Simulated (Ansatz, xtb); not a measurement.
# SnH3 (SMILES [SnH3]): the electronic atomisation energy, rung by rung

The species is SnH3 (4 atoms), meant as a doublet with charge 0. SMILES: `[SnH3]`. The coordinates come from a PBE0-D4/def2-TZVP relaxation.

Each level gives the electronic atomisation energy (eV). The values are calculated. Electronic energies at fixed atoms, without zero-point motion or spin-orbit coupling.

```csv
level,kind,program,value (eV),less FCI/STO-3G,CPU time (all runs)
GFN0-xTB,semi-empirical,xtb,15.17,+3.67,under 2 s
UHF/STO-3G,Hartree–Fock,Ansatz,10.44,-1.06,0.69 s
U-revPBE/STO-3G,GGA,Ansatz,12.79,+1.29,4.3 s
U-r2SCAN/STO-3G,meta-GGA,Ansatz,13.12,+1.62,17 s
UB3LYP/STO-3G,global hybrid,Ansatz,13.12,+1.62,4.2 s
U-wB97M-V/STO-3G,range-separated hybrid,Ansatz,13.42,+1.92,32 s
UCAM-B3LYP/STO-3G,range-separated hybrid,Ansatz,13.21,+1.71,4.3 s
UMP2/STO-3G,perturbation theory,Ansatz,11.14,-0.36,0.83 s
UCCSD(T)/STO-3G,coupled cluster or CI,Ansatz,11.50,0.00,0.92 s
FCI/STO-3G,exact in the basis,Ansatz,11.50,0.00,1.3 s
```

FCI/STO-3G is exact within its basis and frozen core, so for wave-function methods in that basis the difference is their error; functionals converge differently with the basis, so for them it is only a difference. All-electron rows without a relativistic Hamiltonian named are non-relativistic. The values span 10.44 to 15.17 eV. The xTB rows lack spin polarisation, so open shells miss the exchange term that lowers them. All rows use very small basis sets, so even the best lies far from the true value. In the correlated wave-function rows the outer d shell of Sn is correlated, in sets not made for it. Times are those of the runs behind each value, whatever else they computed, on shared processors of several kinds: orders of magnitude only.
